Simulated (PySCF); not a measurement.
PySCF 2.14 output of an unrestricted BP86 calculation on a single atom or ion in x2c-TZVPPall, with the spin-free X2C one-electron Hamiltonian (Gaussian nucleus):

```
SCF conv_tol = 1e-09
number electrons alpha = 29  beta = 27
    A. D. Becke.,  Phys. Rev. A 38, 3098 (1988)
    J. P. Perdew.,  Phys. Rev. B 33, 8822 (1986)
cycle= 1 E= -8135.49574100879  delta_E= -0.014  |g|= 0.0346  |ddm|= 0.549
cycle= 2 E= -8135.49604013828  delta_E= -0.000299  |g|= 0.0223  |ddm|= 0.135
cycle= 3 E= -8135.49618335818  delta_E= -0.000143  |g|= 0.00386  |ddm|= 0.0488
cycle= 4 E= -8135.49618489355  delta_E= -1.54e-06  |g|= 0.000208  |ddm|= 0.00261
cycle= 5 E= -8135.49618492882  delta_E= -3.53e-08  |g|= 1.53e-05  |ddm|= 0.000769
cycle= 6 E= -8135.49618492978  delta_E= -9.62e-10  |g|= 1.54e-06  |ddm|= 9.41e-05
converged SCF energy = -8135.49618492978  <S^2> = 2.0000299  2S+1 = 3.0000199
```

The run itself started from symmetry-adapted Hartree-Fock orbitals and held the occupation by maximum overlap, on a logarithmic radial grid, so the iterations belong to that start.

**Question.** Which element, charge and spin multiplicity is this?

**Answer.** Ba (barium, neutral), multiplicity 3; the state was [Xe] 6p2, high-spin 3P determinant (an excited configuration).

Spin-orbit coupling, absent here, splits the open shell strongly.
